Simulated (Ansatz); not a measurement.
A made-up structure of InAlH4, closed shell:

| atom | x (Å) | y (Å) | z (Å) |
| --- | --- | --- | --- |
| Al1 | 0.4406 | 1.2119 | -0.0736 |
| In2 | -0.4680 | -1.2872 | 0.0783 |
| H3 | -2.0286 | -1.6414 | 0.7356 |
| H4 | 0.4771 | -2.6259 | -0.4763 |
| H5 | 0.2116 | 2.1087 | -1.2793 |
| H6 | 1.2376 | 1.8769 | 1.0369 |

It is relaxed with PBE-D4/def2-SVP and then PBE0-D4/def2-TZVP (Ansatz 0.2.0). Atoms count as bonded within 1.22 times the sum of their covalent radii (H–H: 0.88 Å). The end point is not checked to be a true minimum.

Problem. Does its bonding change? (A judgement: the text doesn't fix the answer.)

Solution. The calculation gives: No: no bond forms or breaks.

Where it ends: The first stage lowers the energy by 0.13 eV in 5 steps. It ends as InAlH₄ ([AlH2][InH2]):
| atom | x (Å) | y (Å) | z (Å) |
| --- | --- | --- | --- |
| Al1 | 0.4463 | 1.2277 | -0.0746 |
| In2 | -0.4624 | -1.2718 | 0.0773 |
| H3 | -2.0207 | -1.6791 | 0.7279 |
| H4 | 0.4471 | -2.6489 | -0.4648 |
| H5 | 0.1813 | 2.1318 | -1.3596 |
| H6 | 1.2785 | 1.8834 | 1.1155 |

Labels in which every atom is bracketed show which atoms are joined, not bond orders.

For scale, one of the runs: PBE0-D4/def2-TZVP relaxation, 111 basis functions, launched by `ansatz run in.yaml --threads 2 --pin off --events-out ev --progress --plain --max-ram 4352MiB`. The run took about 11 s on 2 CPU threads of an Arm Neoverse V1 (shared host).
